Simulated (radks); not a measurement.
The numbers below are computed, except where a source is named.
Radial electron density D(r) = 4 pi r^2 rho(r) of an atom or ion with 60 electrons. Level of theory: scalar-relativistic Kohn-Sham, BLYP, spin-polarised, spherical densities, finite nucleus; Fermi nuclear charge, rms radius of each element as measured or else 0.836 A^(1/3) + 0.57 fm (a radial shooting solver on a logarithmic mesh with Libxc functionals).

r (bohr),D(r) (e/bohr),spin D(r)
0.003014,22.39,0.0110
0.004084,33.39,0.0160
0.005491,47.04,0.0217
0.007383,62.36,0.0270
0.01001,76.65,0.0294
0.01345,84.70,0.0258
0.01823,83.77,0.0157
0.02451,77.32,0.00749
0.03295,76.89,0.0181
0.04466,92.33,0.0560
0.06005,111.2,0.0802
0.08138,107.7,0.0375
0.1094,88.01,0.0395
0.1471,90.30,0.363
0.1994,99.38,1.15
0.268,68.33,2.68
0.3633,41.60,5.64
0.4884,49.16,7.92
0.6566,39.46,7.39
0.8899,18.81,5.77
1.196,10.96,3.72
1.622,5.768,1.22
2.18,1.717,0.341
2.931,0.6283,0.475
3.972,0.2653,0.261
5.341,0.03770,0.0377
7.238,0.001035,0.00103

What is the nuclear charge?

Answer. Z = 64. The innermost maximum, from 1s, lies near gamma/Z bohr with gamma = sqrt(1 - (Z/c)^2) = 0.884, here 0.0138 bohr (found: 0.0152), and its height grows with Z. The density is that of the gadolinium ion Gd4+ in [Kr] 4d10 4f6 5s1 5p6 6p1; the configuration itself is not fixed sharply by these data, and Z only to a few units. D(r) has 4 maxima, at r = 0.0152, 0.0677, 0.189, 0.517 bohr, and minima at 0.0290, 0.123, 0.372 bohr, inside which lie 1.94, 11.11, 29.36 electrons.
